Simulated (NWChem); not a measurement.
Species: C₄H₈O; SMILES C1C[C@@H](O1)C

```xyz
13

C     -0.0332    -1.8135    -0.2533
C      0.0224    -0.4780     0.4623
C      1.0828     0.5578     0.0208
C     -0.1282     1.4799    -0.2168
O     -1.0570     0.4097     0.0630
H     -0.9629    -2.3398    -0.0089
H      0.0052    -1.6723    -1.3392
H      0.8094    -2.4479     0.0492
H      0.0029    -0.6312     1.5521
H      1.8000     0.8776     0.7812
H      1.6216     0.2756    -0.8888
H     -0.2561     1.8788    -1.2307
H     -0.2264     2.3044     0.5032
```
Atoms are numbered in this order, from 1.

Computed with NWChem. Medium grid unless said otherwise, to which SCAN and Minnesota functionals are sensitive. Geometry: optimised at B3LYP/6-31G* (spherical d). B3LYP is NWChem's, with the RPA form of VWN correlation.

Q: Among these, which level gives the lowest value of “dipole (D)”?
(A) Hartree-Fock/def2-TZVP
(B) PBE/def2-TZVP
(C) LDA (Slater exchange, VWN5)/def2-TZVP
(D) B3LYP/def2-TZVP

A: B, PBE/def2-TZVP. Values: PBE/def2-TZVP 1.71; LDA (Slater exchange, VWN5)/def2-TZVP 1.79; B3LYP/def2-TZVP 1.85; Hartree-Fock/def2-TZVP 2.06
